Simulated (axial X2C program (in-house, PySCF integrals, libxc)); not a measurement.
## Curves of TiCN from open-shell CI on d2 s1 p(π)0

Calculated with an axial X2C code built on PySCF integrals: two-component X2C with atomic mean-field Coulomb and Gaunt terms, basis Ti dyall-v3z, C dyall-v3z, N dyall-av3z (cores contracted in-house). Orbitals come from Hartree–Fock averaged over the configuration Ti d2 s1 p(π)0; CI then distributes these electrons over the d, s, p(π) shells of Ti.

Scan along the Ti–C bond with CN moving as one mass, its bond held at 1.160 Å; masses Ti 47.948 u, C 12.000 u, N 14.003 u. Energies in cm⁻¹ from the lowest point; levels are followed by energy order within each Ω. Lowest level at 2.262 Å: 99% d2 s1.

```
R (Å)  (1)Ω=3/2  (1)Ω=5/2  (1)Ω=7/2  (1)Ω=9/2  (1)Ω=1/2  (2)Ω=3/2  (2)Ω=1/2  (3)Ω=1/2  (3)Ω=3/2
2.104       765       861       959      1057      1881      1894      2887      2925      2949
2.183        86       183       281       381      1186      1201      2085      2125      2147
2.262         0        97       196       297      1081      1098      1881      1923      1943
2.352       437       535       634       736      1491      1511      2189      2234      2252
2.443      1289      1388      1488      1591      2312      2335      2919      2968      2983
2.545      2576      2675      2776      2879      3558      3585      4076      4131      4141
2.669      4425      4524      4626      4730      5352      5385      5780      5842      5845
```

Fit the curves (1)Ω=3/2, (1)Ω=5/2, (1)Ω=7/2, (1)Ω=9/2, (1)Ω=1/2, (2)Ω=3/2, (2)Ω=1/2, (3)Ω=1/2, (3)Ω=3/2 near their minima.

From the open-shell CI curves, Te from the lowest:

```json
{"level": "(1)Ω=3/2", "Te (cm⁻¹)": "0", "Re (Å)": "2.235", "ωe (cm⁻¹)": "395.5"}
{"level": "(1)Ω=5/2", "Te (cm⁻¹)": "97", "Re (Å)": "2.235", "ωe (cm⁻¹)": "395.6"}
{"level": "(1)Ω=7/2", "Te (cm⁻¹)": "196", "Re (Å)": "2.235", "ωe (cm⁻¹)": "395.6"}
{"level": "(1)Ω=9/2", "Te (cm⁻¹)": "296", "Re (Å)": "2.235", "ωe (cm⁻¹)": "395.7"}
{"level": "(1)Ω=1/2", "Te (cm⁻¹)": "1087", "Re (Å)": "2.238", "ωe (cm⁻¹)": "391.6"}
{"level": "(2)Ω=3/2", "Te (cm⁻¹)": "1104", "Re (Å)": "2.238", "ωe (cm⁻¹)": "391.9"}
{"level": "(2)Ω=1/2", "Te (cm⁻¹)": "1907", "Re (Å)": "2.255", "ωe (cm⁻¹)": "383.4"}
{"level": "(3)Ω=1/2", "Te (cm⁻¹)": "1949", "Re (Å)": "2.254", "ωe (cm⁻¹)": "383.9"}
{"level": "(3)Ω=3/2", "Te (cm⁻¹)": "1969", "Re (Å)": "2.254", "ωe (cm⁻¹)": "383.5"}
```

Without dynamic correlation distances can be off by several hundredths of an Å (long for ionic bonds, short for multiple bonds) and the wavenumbers are rough.

The 9 lowest curves are shown; the next is (2)Ω=5/2, from 1965 cm⁻¹.

Dynamic correlation is missing, so gaps between terms are too wide and other configurations may lie lower; the lowest level listed is that of this model, not necessarily the ground state. For d shells the ligand-field splittings (σ, π, δ) and their order can be off by a thousand cm⁻¹ or more. At most 4 roots were kept for each Ω > 0 (twice that for Ω = 0) within 3.2 eV of the lowest, so higher up levels can be missing between those listed; levels with Ω > 0 are doubly degenerate and listed once, Ω = 0 levels singly. States that fill the shells left empty in the average are placed too high. The molecule was held linear; bending was not examined.
